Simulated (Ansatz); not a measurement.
`C=C[SiH](F)Cl` → `C=CCl` + `F[SiH]` at 500 K and 1 bar (silylene formation by 1,1-elimination).

Calculated with Ansatz (gas phase, PBE0-D4/def2-TZVP geometries, no zero-point term in ΔE). CCSD(T)/CBS adds triple-zeta CCSD(T) − MP2 to the extrapolated MP2 energy (def2 sets, frozen cores). This one scheme is used for every species. One conformer a species, not always the lowest.

```json
{"species": "`C=C[SiH](F)Cl`", "CCSD(T)/CBS energy (Eh)": "-927.26522", "H − E (kJ/mol)": "190.1", "S (J/(mol·K))": "397.7"}
{"species": "`C=CCl`", "CCSD(T)/CBS energy (Eh)": "-537.65823", "H − E (kJ/mol)": "136.9", "S (J/(mol·K))": "295.8"}
{"species": "`F[SiH]`", "CCSD(T)/CBS energy (Eh)": "-389.46371", "H − E (kJ/mol)": "40.7", "S (J/(mol·K))": "260.3"}
```

H − E and S are ideal-gas, rigid-rotor, harmonic terms from PBE0-D4/def2-TZVP, for one conformer and one mirror image of each species. 1 Eh = 2625.50 kJ/mol, R = 8.31446 J/(mol·K).

**Question.** By hand: ΔE, ΔH, ΔS and ΔG.

**Answer.** ΔE = (-537.65823) + (-389.46371) − (-927.26522) = 0.14328 Eh = 376.2 kJ/mol. Δ(H − E) = 136.9 + 40.7 − 190.1 = -12.5, so ΔH = 363.7 kJ/mol. ΔS = 295.8 + 260.3 − 397.7 = 158.4 J/(mol·K). ΔG = 363.7 − 500 × (158.4)/1000 = 284.5 kJ/mol.

**Question.** By hand: the equilibrium constant, and the temperature at which ΔG would vanish if ΔH and ΔS stayed fixed.

**Answer.** log₁₀ K = −ΔG/(RT ln 10) = -29.7. ΔG = 0 at ΔH/ΔS = 2296 K.

The number of gas molecules changes by +1, which sets the sign of ΔS. A doubt of 5 kJ/mol in ΔE shifts log₁₀ K by 0.5 here. Other conformers and mirror images would add mixing entropy, several J/(mol·K) or more a flexible species. These are equilibria of isolated gas molecules and say nothing of rates. Largest T1 diagnostic: 0.015 (customary marks: 0.02 for closed shells, 0.045 for open ones).
